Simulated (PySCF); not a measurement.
Stretching ZnSe

Set-up: basis Zn def2-TZVPP, Se def2-TZVPP; no relativity; PySCF 2.14. Energies in eV from Zn + Se in their ground configurations at the same level. State: ¹Σ⁺ (singlet), closed shell.

All columns are PBE0. A positive dipole means Zn(−)Se(+).

```
R (Å)  E (eV)  μ (D)  Mulliken charge on Zn (basis-dependent)  HOMO (eV)  LUMO (eV)  Mayer bond order  ⟨S²⟩
1.879  -0.202  -4.58                                     0.40      -6.62      -3.68              2.20  0.00
1.966  -0.792  -4.81                                     0.39      -6.50      -3.82              2.12  0.00
2.054  -1.108  -5.00                                     0.38      -6.39      -3.94              2.02  0.00
2.119  -1.216  -5.12                                     0.38      -6.32      -4.02              1.95  0.00
2.185  -1.242  -5.23                                     0.38      -6.25      -4.10              1.88  0.00
2.251  -1.209  -5.31                                     0.39      -6.20      -4.18              1.81  0.00
2.338  -1.100  -5.40                                     0.39      -6.14      -4.27              1.71  0.00
2.447  -0.897  -5.47                                     0.40      -6.08      -4.36              1.59  0.00
2.578  -0.607  -5.49                                     0.40      -6.04      -4.47              1.43  0.00
2.753  -0.211  -5.44                                     0.38      -6.02      -4.58              1.23  0.00
```

A fit through these points gives, at Re = 2.178 Å, μ = -5.22 D and dμ/dR = -1.48 D/Å; the reduced mass is 35.52 u.

Task: How strong is the fundamental in the double-harmonic approximation, I = 42.26·(dμ/dR)²/μred km/mol?

Result: I = 42.26·(-1.48)²/35.52 = 2.61 km/mol at PBE0.
